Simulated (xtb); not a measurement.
xtb input (GFN2-xTB):

```bash
xtb mol.xyz --gfn 2 --sp --chrg 0 --uhf 0
```
mol.xyz:
```
6

O      1.33996877    -1.38843290    -0.08620496
Al    -0.03622523    -0.41261072    -0.02473921
O     -1.57334619    -1.10052803    -0.06299745
Cl     0.10714959     1.66882545     0.10013864
H      2.23544797    -1.04814961    -0.06755364
H     -1.71904374    -2.04625611    -0.11957437
```

Output:

```
           -------------------------------------------------
          |                Calculation Setup                |
           -------------------------------------------------

           -------------------------------------------------
          |                 G F N 2 - x T B                 |
           -------------------------------------------------

        Reference                      10.1021/acs.jctc.8b01176
      * Hamiltonian:
        H0-scaling (s, p, d)           1.850000    2.230000    2.230000
        zeta-weighting                 0.500000
      * Dispersion:
        s8                             2.700000
        a1                             0.520000
        a2                             5.000000
        s9                             5.000000
      * Repulsion:
        kExp                           1.500000    1.000000
        rExp                           1.000000
      * Coulomb:
        alpha                          2.000000
        third order                    shell-resolved
        anisotropic                    true
        a3                             3.000000
        a5                             4.000000
        cn-shift                       1.200000
        cn-exp                         4.000000
        max-rad                        5.000000

          ...................................................
          :                      SETUP                      :
          :.................................................:
          :  # basis functions                  30          :
          :  # atomic orbitals                  28          :
          :  # shells                           12          :
          :  # electrons                        24          :
          :  max. iterations                   250          :
          :  Hamiltonian                  GFN2-xTB          :
          :  restarted?                      false          :
          :  GBSA solvation                  false          :
          :  PC potential                    false          :
          :  electronic temp.          300.0000000     K    :
          :  accuracy                    1.0000000          :
          :  -> integral cutoff          0.2500000E+02      :
          :  -> integral neglect         0.1000000E-07      :
          :  -> SCF convergence          0.1000000E-05 Eh   :
          :  -> wf. convergence          0.1000000E-03 e    :
          :  Broyden damping             0.4000000          :
          :  net charge                          0          :
          :  unpaired electrons                  0          :
          ...................................................

 iter      E             dE          RMSdq      gap      omega  full diag
   1    -14.9820025 -0.149820E+02  0.178E+01    5.67       0.0  T
   2    -15.0137636 -0.317611E-01  0.935E+00    4.99       1.0  T
   3    -15.0185326 -0.476900E-02  0.162E+00    4.44       1.0  T
   4    -15.0226168 -0.408428E-02  0.708E-01    4.68       1.0  T
   5    -15.0227313 -0.114506E-03  0.391E-01    4.67       1.0  T
   6    -15.0228021 -0.707990E-04  0.117E-01    4.71       1.0  T
   7    -15.0228036 -0.146995E-05  0.579E-02    4.70       1.0  T
   8    -15.0228093 -0.566173E-05  0.360E-02    4.71       1.1  T
   9    -15.0228101 -0.801970E-06  0.268E-02    4.71       1.5  T
  10    -15.0228107 -0.665231E-06  0.203E-02    4.72       2.0  T
  11    -15.0228108 -0.637427E-07  0.372E-03    4.72      11.0  T
  12    -15.0228108 -0.115558E-07  0.269E-03    4.71      15.2  T
  13    -15.0228109 -0.407710E-07  0.676E-04    4.71      60.4  T
  14    -15.0228109 -0.462689E-09  0.414E-04    4.71      98.6  T

   *** convergence criteria satisfied after 14 iterations ***

         #    Occupation            Energy/Eh            Energy/eV
      -------------------------------------------------------------
         1        2.0000           -1.0414543             -28.3394
       ...           ...                  ...                  ...
         6        2.0000           -0.5044624             -13.7271
         7        2.0000           -0.4834881             -13.1564
         8        2.0000           -0.4775180             -12.9939
         9        2.0000           -0.4757016             -12.9445
        10        2.0000           -0.4467726             -12.1573
        11        2.0000           -0.4381956             -11.9239
        12        2.0000           -0.4345441             -11.8245 (HOMO)
        13                         -0.2612808              -7.1098 (LUMO)
        14                         -0.1231835              -3.3520
        15                         -0.0342827              -0.9329
        16                         -0.0115894              -0.3154
        17                         -0.0115458              -0.3142
       ...                                ...                  ...
        28                          1.0201220              27.7589
      -------------------------------------------------------------
                  HL-Gap            0.1732633 Eh            4.7147 eV
             Fermi-level           -0.3479124 Eh           -9.4672 eV

 SCC (total)                   0 d,  0 h,  0 min,  0.004 sec
 SCC setup                      ...        0 min,  0.000 sec (  1.479%)
 Dispersion                     ...        0 min,  0.000 sec (  0.593%)
 classical contributions        ...        0 min,  0.000 sec (  0.240%)
 integral evaluation            ...        0 min,  0.001 sec ( 16.358%)
 iterations                     ...        0 min,  0.002 sec ( 54.188%)
 molecular gradient             ...        0 min,  0.001 sec ( 25.087%)
 printout                       ...        0 min,  0.000 sec (  1.896%)

         :::::::::::::::::::::::::::::::::::::::::::::::::::::
         ::                     SUMMARY                     ::
         :::::::::::::::::::::::::::::::::::::::::::::::::::::
         :: total energy             -14.955517629936 Eh    ::
         :: gradient norm              0.030642156249 Eh/a0 ::
         :: HOMO-LUMO gap              4.714733580657 eV    ::
         ::.................................................::
         :: SCC energy               -15.022809178039 Eh    ::
         :: -> isotropic ES            0.091068595820 Eh    ::
         :: -> anisotropic ES          0.001464598921 Eh    ::
         :: -> anisotropic XC         -0.002915154598 Eh    ::
         :: -> dispersion             -0.002687049219 Eh    ::
         :: repulsion energy           0.067291548103 Eh    ::
         :: add. restraining           0.000000000000 Eh    ::
         :: total charge               0.000000000000 e     ::
         :::::::::::::::::::::::::::::::::::::::::::::::::::::

           -------------------------------------------------
          |                Property Printout                |
           -------------------------------------------------

    * Orbital Energies and Occupations

         #    Occupation            Energy/Eh            Energy/eV
      -------------------------------------------------------------
         1        2.0000           -1.0414543             -28.3394
         2        2.0000           -0.6894651             -18.7613
         3        2.0000           -0.6803847             -18.5142
         4        2.0000           -0.5837842             -15.8856
         5        2.0000           -0.5648662             -15.3708
         6        2.0000           -0.5044624             -13.7271
         7        2.0000           -0.4834881             -13.1564
         8        2.0000           -0.4775180             -12.9939
         9        2.0000           -0.4757016             -12.9445
        10        2.0000           -0.4467726             -12.1573
Note: The following floating-point exceptions are signalling: IEEE_UNDERFLOW_FLAG IEEE_DENORMAL
normal termination of xtb
        11        2.0000           -0.4381956             -11.9239
        12        2.0000           -0.4345441             -11.8245 (HOMO)
        13                         -0.2612808              -7.1098 (LUMO)
        14                         -0.1231835              -3.3520
        15                         -0.0342827              -0.9329
        16                         -0.0115894              -0.3154
        17                         -0.0115458              -0.3142
        18                          0.0106433               0.2896
        19                          0.0262984               0.7156
        20                          0.0361806               0.9845
        21                          0.0456884               1.2432
        22                          0.0575934               1.5672
        23                          0.0635835               1.7302
       ...                                ...                  ...
        28                          1.0201220              27.7589
      -------------------------------------------------------------
                  HL-Gap            0.1732633 Eh            4.7147 eV
             Fermi-level           -0.3479124 Eh           -9.4672 eV

     #   Z          covCN         q      C6AA      α(0)
     1   8 O        1.540    -0.465    22.229     6.360
     2  13 Al       2.256     0.440   115.139    23.539
     3   8 O        1.540    -0.453    21.994     6.327
     4  17 Cl       0.768    -0.175   104.458    15.634
     5   1 H        0.814     0.324     0.651     1.267
     6   1 H        0.816     0.328     0.639     1.255

 Mol. C6AA /au·bohr⁶  :        980.359726
 Mol. C8AA /au·bohr⁸  :      45913.270612
 Mol. α(0) /au        :         54.381672

Wiberg/Mayer (AO) data.
largest (>0.10) Wiberg bond orders for each atom

 ---------------------------------------------------------------------------
     #   Z sym  total        # sym  WBO       # sym  WBO       # sym  WBO
 ---------------------------------------------------------------------------
     1   8 O    2.275 --     2 Al   1.310     5 H    0.855
     2  13 Al   3.973 --     3 O    1.342     1 O    1.310     4 Cl   1.259
     3   8 O    2.290 --     2 Al   1.342     6 H    0.850
     4  17 Cl   1.393 --     2 Al   1.259
     5   1 H    0.895 --     1 O    0.855
     6   1 H    0.892 --     3 O    0.850
 ---------------------------------------------------------------------------

Topologies differ in total number of bonds
Writing topology from bond orders to xtbtopo.mol

molecular dipole:
                 x           y           z       tot (Debye)
 q only:        0.408      -0.645      -0.040
   full:        0.440      -0.606      -0.037       1.906
molecular quadrupole (traceless):
                xx          xy          yy          xz          yz          zz
 q only:        2.483       2.416      -1.575       0.138      -0.045      -0.909
  q+dip:        2.804       2.568      -0.998       0.145       0.044      -1.806
   full:        1.536       2.862      -2.172       0.170      -0.175       0.636

           -------------------------------------------------
          | TOTAL ENERGY              -14.955517629936 Eh   |
          | GRADIENT NORM               0.030642156249 Eh/α |
          | HOMO-LUMO GAP               4.714733580657 eV   |
           -------------------------------------------------

------------------------------------------------------------------------
------------------------------------------------------------------------
 total:
 SCF:
```
